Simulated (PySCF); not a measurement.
Electronic structure of Ca (calcium, neutral) at the UHF level

Configuration: [Ar] 4s2, closed-shell 1S. Calculation: PySCF 2.14, in x2c-QZVPPall; the spin-free X2C one-electron Hamiltonian (Gaussian nucleus).

- Total energy: -679.636376 hartree
- One-electron energy: -930.3467 hartree
- Hartree (Coulomb) energy: 286.1605 hartree
- Exchange energy: -35.4502 hartree
- ⟨S²⟩: 0.0000
- ⟨L²⟩: 0.000
- Sum of ⟨r⟩: 21.18 bohr
- Sum of ⟨r²⟩: 56.20 bohr²
- Langevin diamagnetic susceptibility: -44.5 ×10⁻⁶ cm³/mol

```tsv
shell	electrons	mean orbital energy (hartree)	rms radius, mean of both spins (bohr)
1s	2	-150.11261	0.0888
2s	2	-16.96367	0.393
2p	6	-13.63734	0.362
3s	2	-2.26170	1.24
3p	6	-1.33890	1.38
4s	2	-0.19629	4.51
```

Densities and radii are taken from the X2C orbitals without a picture-change correction, which distorts them close to the nucleus.

Spin-orbit constants ζ (cm⁻¹) from the X2C one-electron operator on these orbitals: bare nucleus, nucleus screened by l(l+1)(2l+1)/3 electrons, and screened by the Breit-Pauli mean field of the electrons.

```
shell   bare  screened nucleus  mean field
   2p  21470             19320       18350
   3p   2082              1874        1764
```
